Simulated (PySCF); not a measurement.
Species: C9H16Si.
SMILES with atom numbers: `[CH:1]#[C:2][C@@H:3]1[CH2:4][C@H:5]([CH2:6][CH3:7])[CH2:8][CH2:9][SiH2:10]1` (hydrogens: H11 on C1; H12 on C3; H13, H14 on C4; H15 on C5; H16, H17 on C6; H18, H19, H20 on C7; H21, H22 on C8; H23, H24 on C9; H25, H26 on Si10)

Method: PySCF, PBE0-D3(BJ)/def2-SVP geometry optimisation, gas phase.

Q: What internal coordinates does the optimisation give?

A: 
```tsv
bond	length (Å)	order
C1≡C2	1.213	triple
C2–C3	1.451	single
C3–C4	1.541	single
C4–C5	1.533	single
C5–C6	1.532	single
C6–C7	1.521	single
C5–C8	1.534	single
C8–C9	1.532	single
C9–Si10	1.882	single
C3–Si10	1.905	single
C1–H11	1.074	single
C3–H12	1.107	single
C4–H13	1.105	single
C4–H14	1.103	single
C5–H15	1.109	single
C6–H16	1.105	single
C6–H17	1.103	single
C7–H18, C7–H19, C7–H20	1.101	single
C8–H21	1.102	single
C8–H22	1.106	single
C9–H23	1.102	single
C9–H24	1.105	single
Si10–H25	1.496	single
Si10–H26	1.494	single
```

Bonds in one row agree within 0.01 Å and their mean is given. Orders are formal, as drawn. A selection of angles:
```tsv
angle	degrees
C2–C1–H11	179.5
C1–C2–C3	178.1
C2–C3–C4	113.1
C2–C3–Si10	111.1
C2–C3–H12	108.6
C4–C3–Si10	109.5
C4–C3–H12	108.4
Si10–C3–H12	105.8
C3–C4–C5	114.8
C3–C4–H13	109.2
C3–C4–H14	108.4
C5–C4–H13	109.2
C5–C4–H14	109.1
H13–C4–H14	105.8
C4–C5–C6	109.6
C4–C5–C8	112.8
C4–C5–H15	107.6
C6–C5–C8	111.6
C6–C5–H15	107.4
C8–C5–H15	107.7
C5–C6–C7	115.3
C5–C6–H16	108.7
C5–C6–H17	108.2
C7–C6–H16	109.9
C7–C6–H17	108.8
H16–C6–H17	105.6
C6–C7–H18	111.0
H18–C7–H19	107.1
C5–C8–C9	114.8
C5–C8–H21	109.1
C5–C8–H22	108.1
C9–C8–H21	109.0
C9–C8–H22	109.8
H21–C8–H22	105.7
C8–C9–Si10	110.8
C8–C9–H23	110.7
C8–C9–H24	109.9
Si10–C9–H23	110.9
Si10–C9–H24	108.2
H23–C9–H24	106.2
C9–Si10–H25	110.9
C9–Si10–H26	113.1
C3–Si10–C9	103.4
C3–Si10–H25	108.8
```

Torsions: C2–C3–C4–C5 178° (antiperiplanar); C3–C4–C5–C6 -170° (antiperiplanar); C4–C5–C6–C7 169° (antiperiplanar); C4–C5–C8–C9 -64° (synclinal); C5–C8–C9–Si10 57° (synclinal); C8–C9–Si10–C3 -46° (synclinal); C2–C3–Si10–C9 171° (antiperiplanar).

Of the pairs four or more bonds apart, H19···H21 is among the closest relative to their van der Waals radii: 2.14 Å, 89 % of the sum of Bondi's values. The 8 C–C bonds span 1.213 Å (C1≡C2, drawn triple) to 1.541 Å (C3–C4, drawn single), a spread of 0.328 Å. The 2 C–Si bonds span 1.882 Å (C9–Si10, drawn single) to 1.905 Å (C3–Si10, drawn single), a spread of 0.023 Å. The 6-membered ring C3–C4–C5–C8–C9–Si10 has internal angles of 103.4° to 114.8°; it is puckered, 0.25 Å rms from its mean plane, widest ring torsion 65°. Si10 (SiH2 silicon) is distorted tetrahedral (angles from 103.4° to 113.1°).

Point group: C1 (no symmetry element, even within 0.4 Å). No frequency check. The numbers are those of one conformer.
